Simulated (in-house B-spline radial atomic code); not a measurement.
Orbital energies and mean radii along the 19-electron series, configuration [Ar] 3d1. The effective charge is n√(-2ε), a non-relativistic measure. Computed with an all-electron radial atomic-structure program (B-spline basis): non-relativistic Hartree-Fock, average of the configuration, point nuclei.

```json
{"ion": "Sc2+", "Z": "21", "energy of 2p (Eh)": "-16.23", "mean radius of 2p (bohr)": "0.30703", "energy of 3p (Eh)": "-2.1295", "mean radius of 3p (bohr)": "1.1686", "effective charge of 2p": "11.395"}
{"ion": "Ti3+", "Z": "22", "energy of 2p (Eh)": "-19.054", "mean radius of 2p (bohr)": "0.2895", "energy of 3p (Eh)": "-2.9752", "mean radius of 3p (bohr)": "1.0626", "effective charge of 2p": "12.346"}
{"ion": "V4+", "Z": "23", "energy of 2p (Eh)": "-22.15", "mean radius of 2p (bohr)": "0.27384", "energy of 3p (Eh)": "-3.9478", "mean radius of 3p (bohr)": "0.97452", "effective charge of 2p": "13.312"}
{"ion": "Cr5+", "Z": "24", "energy of 2p (Eh)": "-25.508", "mean radius of 2p (bohr)": "0.25977", "energy of 3p (Eh)": "-5.0405", "mean radius of 3p (bohr)": "0.90032", "effective charge of 2p": "14.285"}
{"ion": "Mn6+", "Z": "25", "energy of 2p (Eh)": "-29.125", "mean radius of 2p (bohr)": "0.24707", "energy of 3p (Eh)": "-6.2504", "mean radius of 3p (bohr)": "0.83701", "effective charge of 2p": "15.264"}
{"ion": "Fe7+", "Z": "26", "energy of 2p (Eh)": "-33", "mean radius of 2p (bohr)": "0.23554", "energy of 3p (Eh)": "-7.5759", "mean radius of 3p (bohr)": "0.7823", "effective charge of 2p": "16.248"}
{"ion": "Co8+", "Z": "27", "energy of 2p (Eh)": "-37.129", "mean radius of 2p (bohr)": "0.22503", "energy of 3p (Eh)": "-9.016", "mean radius of 3p (bohr)": "0.73453", "effective charge of 2p": "17.235"}
{"ion": "Ni9+", "Z": "28", "energy of 2p (Eh)": "-41.513", "mean radius of 2p (bohr)": "0.21541", "energy of 3p (Eh)": "-10.57", "mean radius of 3p (bohr)": "0.69242", "effective charge of 2p": "18.224"}
{"ion": "Cu10+", "Z": "29", "energy of 2p (Eh)": "-46.15", "mean radius of 2p (bohr)": "0.20657", "energy of 3p (Eh)": "-12.237", "mean radius of 3p (bohr)": "0.655", "effective charge of 2p": "19.215"}
{"ion": "Zn11+", "Z": "30", "energy of 2p (Eh)": "-51.04", "mean radius of 2p (bohr)": "0.19843", "energy of 3p (Eh)": "-14.018", "mean radius of 3p (bohr)": "0.62151", "effective charge of 2p": "20.207"}
{"ion": "Ga12+", "Z": "31", "energy of 2p (Eh)": "-56.183", "mean radius of 2p (bohr)": "0.19089", "energy of 3p (Eh)": "-15.911", "mean radius of 3p (bohr)": "0.59136", "effective charge of 2p": "21.201"}
```

Problem. How does the screening of 2p change?

Solution. Z less the effective charge goes from 9.61 at Z = 21 to 9.80 at Z = 31.
